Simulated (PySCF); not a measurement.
A structure optimised at PBE0-D3(BJ)/def2-TZVPD, used in a PySCF frequency run:

```
Be
H 1 1.3362
H 1 1.3362 2 180.00
```
Charge 0, spin multiplicity 1.

### Question
Write its SMILES, formula and point group.

### Answer
[BeH2], BeH₂, D∞h

### Question
What are its rotational constants (standard atomic weights)?

### Answer
140.40 GHz (linear rotor, B only)
